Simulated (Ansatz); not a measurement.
Species: trichloro(ethyl)silane, C$_{2}$H$_{5}$Cl$_{3}$Si, charge 0, multiplicity 1. 
Coordinates optimised at B3LYP-D3(BJ)/def2-TZVP (Ansatz, a quantum-chemistry and plane-wave program):
SMILES: CC[Si](Cl)(Cl)Cl
```xyz
11

C     -2.6970    -0.3837     0.4577
C     -1.5994    -0.7241    -0.5564
Si     0.0742    -0.0557    -0.1231
Cl     1.4471    -0.5787    -1.5534
Cl     0.7055    -0.7973     1.6833
Cl     0.0248     1.9915     0.0103
H     -3.6531    -0.8051     0.1442
H     -2.4625    -0.7844     1.4445
H     -2.8236     0.6950     0.5569
H     -1.8481    -0.3353    -1.5481
H     -1.4889    -1.8069    -0.6652
```
Charge 0, spin multiplicity 1.

Basis-set convergence of Hartree-Fock and MP2 correlation energies (hartree) with Ansatz. Correlated levels leave the core frozen unless marked. No spin-orbit coupling. Non-relativistic.

| basis | functions | E(HF) | E(corr, MP2) |
|---|---|---|---|
| cc-pV(D+d)Z | 145 | -1746.28189 | -0.79145 |
| cc-pV(T+d)Z | 286 | -1746.36929 | -1.03293 |
| cc-pV(Q+d)Z | 516 | -1746.38821 | -1.12376 |

Extrapolating the two largest sets (X = 3 and 4) as X^-3: E(corr) = (64·(-1.12376) - 27·(-1.03293))/37 = -1.1900 Eh, an estimate of the basis-set limit. The largest set recovers 94.4 % of it, the smallest 66.5 %.
